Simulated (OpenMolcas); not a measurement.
Values are calculated unless marked as measured or tabulated.
**Tc4+: input and output**

Tc4+ among 5 point charges of -2 e arranged as a square pyramid (C4v), 2.16 Å from the ion, with the axial distance 2.268 Å.

Input:

```
&GATEWAY
Coord
1

Tc 0.0 0.0 0.0
Basis=ANO-RCC-VDZP
Group=NoSym
NoMove
AngMom=0.0 0.0 0.0
AMFI
XField
5 Angstrom 0
2.160000 0.000000 0.000000 -2.000000
0.000000 2.160000 0.000000 -2.000000
-2.160000 0.000000 0.000000 -2.000000
0.000000 -2.160000 0.000000 -2.000000
0.000000 0.000000 2.268000 -2.000000
&SEWARD
&RASSCF
FileOrb=start.orb
Symmetry=1
Spin=4
nActEl=3 0 0
Inactive=18
Ras2=5
CIRoot=10 10 1
SDav=10
CIMx=300
Iter=120 100
PrWF=0.3
OrbListing=Nothing
MaxOrb=0
>>> COPY $Project.JobIph JOB001
&RASSCF
FileOrb=start.orb
Symmetry=1
Spin=2
nActEl=3 0 0
Inactive=18
Ras2=5
CIRoot=40 40 1
SDav=40
CIMx=300
Iter=120 100
PrWF=0.3
OrbListing=Nothing
MaxOrb=0
>>> COPY $Project.JobIph JOB002
&RASSI
NrOfJobIphs=2 10 40
1 2 3 4 5 6 7 8 9 10
1 2 3 4 5 6 7 8 9 10 11 12 13 14 15 16 17 18 19 20 21 22 23 24 25 26 27
28 29 30 31 32 33 34 35 36 37 38 39 40
IphNames
JOB001
JOB002
EJob
SpinOrbit
DIPRint=1.0
SOCoupling=1000.0
Subsets=2
Property=9
'ANGMOM' 1 'ANGMOM' 2 'ANGMOM' 3 'MLTPL  1' 1 'MLTPL  1' 2 'MLTPL  1' 3
'AMFI' 1 'AMFI' 2 'AMFI' 3
SOProperty=3
'ANGMOM' 1 'ANGMOM' 2 'ANGMOM' 3
```

Launched by
```bash
OMP_NUM_THREADS=1 MOLCAS_MEM=1689 MOLCAS_PROJECT=a pymolcas a.inp > a.log  # once for each step of the input, in one work folder
```

A driver script runs the steps one by one and writes start.orb anew before each from the orbitals found so far.

Output, cut to the results:

```
--- SEWARD ---
Basis set label: TC.ANO-RCC...6S5P3D1F.

      Electronic valence basis set:
      ------------------
      Associated Effective Charge  43.000000 au
      Associated Actual Charge     43.000000 au
      Nuclear Model: Point charge

      Shell  nPrim  nBasis  Cartesian Spherical Contaminant
         s      21       6        X
         p      18       5        X
         d      13       3                 X
         f       6       1                 X
                  Relativistic Douglas-Kroll-Hess integrals:
                    - DKH order of Hamiltonian: 2
                    - DKH order of Properties : 0
                  Atomic mean-field integrals
--- RASSCF ---
Wave function specifications:
      -----------------------------

      Number of closed shell electrons          36
      Number of electrons in active shells       3
      Max number of holes in RAS1 space          0
      Max nr of electrons in RAS3 space          0
      Number of inactive orbitals               18
      Number of active orbitals                  5
      Number of secondary orbitals              20
      Spin quantum number                      1.5
      State symmetry                             1
Orbital specifications:
      -----------------------

      Symmetry species                           1
                                                 a
      Frozen orbitals                            0
      Inactive orbitals                         18
      Active orbitals                            5
      RAS1 orbitals                              0
      RAS2 orbitals                              5
      RAS3 orbitals                              0
      Secondary orbitals                        20
      Deleted orbitals                           0
      Number of basis functions                 43
      Number of CSFs                            10
      Number of root(s) required                10
      Iter CI   SX   CI       RASSCF       Energy    max ROT     max BLB   max BLB  Level Ln srch  Step   QN
          iter iter root      energy       change     param      element    value   shift minimum  type update
 Nr of preliminary CI iterations:   1
      Total energies have been shifted. Add                -4000.00 au
        1   1    9    0  -288.60174123    0.00E+00   2.40E-01*  16  29 1 -3.21E-01*  0.06   0.00    SX    NO
        2   1    8    0  -288.86742703   -2.66E-01* -4.63E-02   18  31 1  8.57E-02*  0.16   0.00    SX    NO
        3   1    8    0  -288.87326880   -5.84E-03*  9.36E-03    7  29 1  8.14E-03*  0.14   0.00    SX    NO
        4   1    7    0  -288.87349394   -2.25E-04*  3.03E-03   18  31 1  3.36E-03*  0.14   0.00    SX    NO
        5   1    6    0  -288.87350730   -1.34E-05*  7.27E-04   16  29 1 -5.81E-04*  0.14   0.82    QN   YES
        6   1    6    0  -288.87350831   -1.01E-06* -9.23E-05   17  30 1 -6.48E-05   0.14   1.05    QN   YES
        7   1    5    0  -288.87350832   -1.34E-08*  1.69E-05   18  28 1 -1.12E-05   0.14   1.09    QN   YES
        8   1    4    0  -288.87350832   -3.82E-10   3.04E-06   18  31 1 -1.68E-06   0.14   0.94    QN   YES
      Convergence after  8 iterations
        9   1    4    0  -288.87350832   -1.36E-11   3.04E-06   18  24 1 -2.38E-07   0.14   0.94    QN   YES
      Natural orbitals and occupation numbers for root  1
      sym 1:   1.000000   1.000000   0.000000   1.000000   0.000000
      Natural orbitals and occupation numbers for root  2
      sym 1:   0.938566   0.938566   0.061434   0.061434   1.000000
      Natural orbitals and occupation numbers for root  3
      sym 1:   0.938566   0.061434   1.000000   0.938566   0.061434
::    RASSCF root number  1 Total energy:  -4288.91390678
::    RASSCF root number  2 Total energy:  -4288.90976377
::    RASSCF root number  3 Total energy:  -4288.90976377
::    RASSCF root number  4 Total energy:  -4288.90610743
::    RASSCF root number  5 Total energy:  -4288.88613350
::    RASSCF root number  6 Total energy:  -4288.88157312
::    RASSCF root number  7 Total energy:  -4288.88157312
::    RASSCF root number  8 Total energy:  -4288.83446221
::    RASSCF root number  9 Total energy:  -4288.80589977
::    RASSCF root number 10 Total energy:  -4288.80589977
--- RASSCF ---
Wave function specifications:
      -----------------------------

      Number of closed shell electrons          36
      Number of electrons in active shells       3
      Max number of holes in RAS1 space          0
...
--- RASSI ---
SPIN-FREE ENERGIES:
  (Shifted by EMIN (a.u.) =      -4288.9139067817)

 SF State       Relative EMIN(au)   Rel lowest level(eV)    D:o, cm**(-1)      L_eff

     1             0.0000000000        0.0000000000              0.0000         3.0
     2             0.0041430100        0.1127370457            909.2856         2.9
     3             0.0041430100        0.1127370457            909.2856         2.9
     4             0.0077993564        0.2122312988           1711.7609         2.3
     5             0.0277732866        0.7557496279           6095.5318         3.0
     6             0.0323336633        0.8798438016           7096.4188         2.9
     7             0.0323336633        0.8798438016           7096.4188         2.9
    11             0.0644266495        1.7531384439          14140.0151         3.8
    12             0.0644266495        1.7531384439          14140.0151         3.8
    13             0.0676743623        1.8415132105          14852.8057         4.0
    14             0.0679908367        1.8501249178          14922.2638         4.8
    15             0.0717840528        1.9533435873          15754.7785         4.2
    16             0.0718409564        1.9548920125          15767.2674         4.5
    17             0.0718409564        1.9548920125          15767.2674         4.5
    18             0.0746598574        2.0315982156          16385.9447         4.5
    19             0.0767267903        2.0878423252          16839.5840         3.3
     8             0.0794445728        2.1617969549          17436.0683         2.1
    20             0.0816024954        2.2205170221          17909.6776         3.9
    21             0.0824615822        2.2438939627          18098.2253         3.6
    22             0.0824615822        2.2438939627          18098.2253         3.6
    23             0.0840852781        2.2880769792          18454.5854         3.9
...
```

Spin-orbit levels above the lowest:

```
E (cm-1)  Degeneracy      2S+1               g
     0.0           2         4  1.35 1.95 1.95
   634.6           2         4  0.29 0.29 4.30
    1292           2         4  1.30 3.22 3.22
    2131           2         4  1.50 3.09 3.09
    2435           2         4  0.18 4.08 4.08
    2907           2         4  0.02 3.71 3.71
    2953           2         4  1.13 1.13 3.38
    3578           2         4  3.18 4.13 4.13
    6516           2         4  2.11 2.11 2.27
    7112           2         4  0.28 0.28 6.26
    8459           2         4  2.57 3.72 3.72
    8579           2         4  0.60 0.60 7.40
    8847           2         4  0.88 0.88 3.50
    9138           2         4  2.04 5.55 5.55
   14616           2         2  0.48 0.48 3.65
   15005           2         2  0.48 0.48 1.22
   15428           2         2  0.14 0.14 0.62
   16188           2         2  0.72 3.50 3.50
   17133           2         2  2.01 2.24 2.24
   17236           2  2 (89 %)  0.86 0.86 1.05
```

Spin-orbit coupling mixes the spin-free states strongly: the lowest level takes only 50 % from its leading state, an unlabelled state of the same spin as most of the rest, which lies 909 cm-1 above the lowest spin-free state. Without dynamic correlation the repulsion within the d shell is too large (B by tens of per cent), so at a given field states of lower spin stand too high. Point charges carry no covalency, so the field is a model and not that of real ligands. An unlabelled pair can be two single states that coincide in this model. No measured value stands beside these numbers.

The RASSCF and RASSI steps took 11 s on 1 thread of Arm Neoverse V1, on a shared host; the integral step is not counted.
